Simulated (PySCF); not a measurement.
B(Me)(OAc)(OH) (C3H7BO3), SMILES CB(OC(C)=O)O. Atoms are numbered in the order given.

```xyz
14

B     -0.1715     0.9591     0.7925
C      1.0149     0.6579     1.7698
H      0.9803    -0.3862     2.1417
H      1.0214     1.3560     2.6285
H      1.9782     0.7366     1.2253
O     -0.5626     0.1445    -0.2963
C      0.1546    -0.9025    -0.8227
C     -0.6929    -1.6893    -1.7933
O      1.3103    -1.1380    -0.5501
H     -0.1020    -2.5140    -2.2270
H     -1.0654    -1.0226    -2.5966
H     -1.5856    -2.0915    -1.2732
O     -0.9472     2.0691     0.9644
H     -1.6334     2.1242     0.2718
```
Charge 0, spin multiplicity 1.

Geometry: PBE-D3(BJ)/def2-SVP. One conformer was computed; it need not be the lowest.

Calculation: ωB97X/def2-TZVP (PySCF).

ESP charges are fitted to the potential on shells at 1.4 to 2.0 van der Waals radii. Atomic charges (e):

```tsv
atom	meta-Löwdin	Löwdin	ESP fit	Mulliken
B1	0.50	-0.82	0.91	0.35
C2	-0.47	___	-0.83	-0.43
H3	0.13	___	0.20	0.13
H4	0.12	___	0.20	0.13
H5	0.14	___	0.21	0.15
O6	-0.42	___	-0.67	-0.36
C7	0.55	-0.42	0.93	0.39
C8	-0.37	___	-0.77	-0.36
O9	-0.44	0.12	-0.55	-0.35
H10	0.14	___	0.20	0.15
H11	0.14	___	0.22	0.14
H12	0.14	___	0.22	0.14
O13	-0.51	0.19	-0.71	-0.42
H14	0.35	0.22	0.44	0.33
```

Question: Fill in the missing entries. (An estimate is asked for; the answer gives what the named calculation found.)

Answer: 
- C2, Löwdin: -0.26
- H3, Löwdin: 0.15
- H4, Löwdin: 0.15
- H5, Löwdin: 0.16
- O6, Löwdin: 0.35
- C8, Löwdin: -0.26
- H10, Löwdin: 0.14
- H11, Löwdin: 0.14
- H12, Löwdin: 0.14

Computed Mayer and Wiberg (Löwdin basis) orders of the bonds:
```csv
bond,Mayer,Wiberg
B1–C2,1.06,1.33
C2–H3,0.95,0.85
C2–H4,0.96,0.86
C2–H5,0.94,0.85
B1–O6,1.04,1.60
O6–C7,1.05,1.51
C7–C8,0.97,1.25
C7–O9,2.05,2.68
C8–H10,0.98,0.90
C8–H11,0.96,0.89
C8–H12,0.95,0.89
B1–O13,1.37,2.00
O13–H14,0.87,0.93
```
